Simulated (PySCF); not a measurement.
## Nd(IV) with different ligands

Computed with PySCF 2.14.0, PBE0, def2-SVP on the ligands, density fitting, scalar-relativistic core potentials, no spin-orbit coupling, vacuum. The metal has lcecp-2-SVP with ECP48. Each complex is relaxed within the symmetry of a template of the same shape. Distances are means of the shortest metal–ligand contacts, charges and spins Mulliken's; removal energies are rigid, with the ligand's formal charge and no counterpoise, so too large; for an anion taken off a cation in vacuum most of it is the attraction of opposite charges, and multiply charged cations can part far more cheaply with an electron moved from ligand to metal. lcecp potentials hold a fixed number of 4f electrons in the core, out of states, spins and gaps.

```csv
complex,point group,M–first ligand (Å),charge on M (e),removal of one first-named ligand (eV),"strongest infrared band, degenerate modes summed (cm⁻¹)",unstable modes (below −25 cm⁻¹)
[Nd(NH2)3(H2O)]+,Cs,2.114,1.19,16.42,644,0
[NdH3(H2O)]+,Cs,1.905,1.26,15.64,1746,0
[NdF3(H2O)]+,Cs,1.970,1.78,17.67,691,0
[Nd(OH)3(H2O)]+,C1,1.999,1.50,17.05,3922,"0 (lowest -4 cm⁻¹, within noise)"
```

Problem. A further member has point group C3v, M–first ligand (Å) 2.415, charge on M (e) 1.18, removal of one first-named ligand (eV) 14.43, strongest infrared band, degenerate modes summed (cm⁻¹) 3532, unstable modes (below −25 cm⁻¹) 0. Which complex is it?

Solution. [NdCl3(NH3)]+. The answer isn't unique; the calculation gave this one.

Members with unstable modes aren't minima as they stand: saddle points kept by symmetry or, where the modes are soft, flat surfaces and noise. One start shape was tried for each, so a minimum needn't be the lowest isomer. Oxidation states forced by the potential, rare, strongly oxidising or of another configuration in reality: [Nd(NH2)3(H2O)]+, [NdH3(H2O)]+, [NdCl3(NH3)]+, [NdF3(H2O)]+, [Nd(OH)3(H2O)]+.
